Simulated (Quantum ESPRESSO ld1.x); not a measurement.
Radial electron density D(r) = 4 pi r^2 rho(r) of an atom or ion with 19 electrons. Calculated with ld1.x of Quantum ESPRESSO 7.5: scalar-relativistic Kohn-Sham, LDA (Slater exchange, Perdew-Wang correlation), spin-unpolarised, spherical densities, point nucleus.

```
   r/bohr * D(r) (the largest magnitude, 22.7, reaches the edge; | marks zero)
 0.004004 | *
 0.004587 |  *
 0.005298 |  *
  0.00607 |   *
 0.006954 |    *
 0.008031 |      *
 0.009201 |        *
  0.01054 |          *
  0.01217 |            *
  0.01395 |               *
  0.01598 |                   *
  0.01845 |                       *
  0.02114 |                           *
  0.02422 |                                *
  0.02798 |                                     *
  0.03205 |                                          *
  0.03672 |                                              *
  0.04241 |                                                  *
  0.04859 |                                                    *
  0.05566 |                                                     *
  0.06428 |                                                    *
  0.07365 |                                                  *
  0.08438 |                                              *
  0.09745 |                                          *
   0.1116 |                                       *
   0.1279 |                                     *
   0.1477 |                                      *
   0.1692 |                                          *
   0.1939 |                                              *
   0.2239 |                                                   *
   0.2565 |                                                      *
   0.2939 |                                                      *
   0.3394 |                                                 *
   0.3889 |                                         *
   0.4456 |                               *
   0.5146 |                      *
   0.5895 |               *
   0.6754 |            *
     0.78 |            *
   0.8937 |              *
    1.024 |               *
    1.182 |               *
    1.355 |             *
    1.552 |          *
    1.792 |       *
    2.054 |    *
    2.353 |  *
    2.717 | *
    3.113 |*
    3.566 |*
    4.119 |*
    4.719 |*
    5.406 *
    6.244 *
    7.153 *
    8.195 *
    9.465 *
    10.84 *
    12.42 *
    14.35 *
```

What is the nuclear charge?

Answer. Z = 19. The innermost maximum, from 1s, lies near gamma/Z bohr with gamma = sqrt(1 - (Z/c)^2) = 0.990, here 0.0521 bohr (found: 0.0557), and its height grows with Z. The density is that of neutral potassium in [Ar] 4s1; the configuration itself is not fixed sharply by these data, and Z only to about a unit. D(r) has 3 maxima, at r = 0.0557, 0.271, 1.10 bohr, and minima at 0.131, 0.726 bohr, inside which lie 2.16, 10.37 electrons.
